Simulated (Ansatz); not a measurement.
Consider the substitution at a C–Sn bond: `[CH3][SnH2][SiH2]S` + `CB(N)[SiH3]` → `CNB(C)[SiH3]` + `S[SiH2][SnH3]`.

Program: Ansatz. Geometries: PBE0-D4/def2-TZVP. ΔE: electronic, gas phase. CBS: MP2 limit from def2 TZ/QZ plus the TZ coupled-cluster correction, frozen cores. DFT in def2-TZVPP. B3LYP here is the variant with VWN-RPA as its local correlation; programs differ in this. Elements past krypton have def2 core potentials. For Sn outer-core shells are correlated without core-valence functions, which leaves a few kJ/mol of doubt a bond. One conformer a species, not always the lowest.

```csv
level,ΔE (kJ/mol),difference from CCSD(T)/CBS
PBE-D4,55.4,-9.2
r2SCAN-D4,58.6,-6.0
PBE0-D4,55.9,-8.7
B3LYP-D4,56.0,-8.6
ωB97X-V,55.3,-9.3
ωB97M-V,58.5,-6.1
B2PLYP,59.4,-5.2
PBE,55.5,-9.1
r2SCAN,58.7,-5.9
PBE0,55.9,-8.7
B3LYP,56.1,-8.5
HF/def2-TZVPP,54.0,-10.6
MP2/def2-TZVPP,66.6,2.0
SCS-MP2/def2-TZVPP,62.1,-2.5
CCSD/def2-TZVPP,59.0,-5.6
CCSD(T)/def2-TZVPP,59.5,-5.1
HF/def2-QZVPP,54.1,-10.5
MP2/def2-QZVPP,69.5,4.9
SCS-MP2/def2-QZVPP,64.8,0.2
HF/CBS(def2),54.1,-10.5
MP2/CBS(def2),71.6,7.0
CCSD/CBS(def2),64.0,-0.6
CCSD(T)/CBS,64.6,0
```

Largest T1 diagnostic among the species: 0.013.

In def2-TZVPP, CCSD(T) changes the Hartree–Fock value by +5.5 kJ/mol (the triples alone add +0.5 kJ/mol) and MP2 by +12.6 kJ/mol.
